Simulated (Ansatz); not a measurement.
**Worked example: the step energy**

An elementary step of BSiH6ClO2, singlet (BH₂ClO₂ ([OH][B]([OH])[Cl]) + SiH₄ → BSiH₅O₂ ([OH][B]([OH])[SiH3]) + HCl; B–Cl, H–Si broken or loosened, B–Si, Cl–H formed or tightened). “Start” and “end” are the PBE0-D4/def2-TZVP structures reached by relaxing down either side of its saddle point, with the molecules still in contact.

Ansatz 0.2.0; basis: def2-TZVPP and def2-QZVPP; cores frozen in the correlated methods.

Energies in eV:

| quantity | end | start |
| --- | --- | --- |
| Hartree–Fock, triple zeta (X = 3) | -25212.56188 | -25213.73763 |
| Hartree–Fock, quadruple zeta (X = 4) | -25213.38637 | -25214.56428 |
| MP2 correlation, X = 3 | -24.89304 | -24.74385 |
| MP2 correlation, X = 4 | -26.94952 | -26.79174 |
| CCSD(T) correlation, X = 3 | -27.26626 | -27.06090 |

Work out the step energy at the basis limit: extrapolate Hartree–Fock as E(X) = E∞ + A exp(−7.88 √X) and the MP2 correlation as E(X) = E∞ + B X^−2.97 (the exponents that Neese and Valeev fitted for def2-TZVPP and QZVPP), then add CCSD(T) − MP2 in triple zeta.

Each step is linear, so take the differences first (end − start): Hartree–Fock 1.17575 (X = 3) and 1.17791 (X = 4); MP2 correlation -0.14919 and -0.15778; CCSD(T) correlation -0.20536.
Two points give E∞ = E(4) + w [E(4) − E(3)], with w = 1/(exp(7.88 (2 − √3)) − 1) = 0.1377 for Hartree–Fock and w = 1/((4/3)^2.97 − 1) = 0.7407 for the correlation.
Hartree–Fock: 1.17791 + 0.1377 × 0.00216 = 1.1782 eV.
MP2 correlation: -0.15778 + 0.7407 × (-0.00859) = -0.1641 eV.
CCSD(T) − MP2: -0.20536 − (-0.14919) = -0.0562 eV.
Sum: 1.1782 + (-0.1641) + (-0.0562) = 0.9579 eV, or 22.09 kcal/mol. Plain CCSD(T) in triple zeta gives 0.9704 eV, so the larger basis shifts the result by -0.0125 eV.

The T1 diagnostic stays at or below 0.014.

Labels in which every atom is bracketed show which atoms are joined, not bond orders.

For scale, one of the runs: CCSD(T)/def2-TZVPP, 261 basis functions, launched by `ansatz run in.yaml --threads 8 --pin off --events-out ev --progress --plain --max-ram 19148MiB`. Time: 71 s of wall clock on 8 CPU threads of an Intel Xeon Platinum 8175M; the host was shared. Peak host memory: 6.2 GiB.
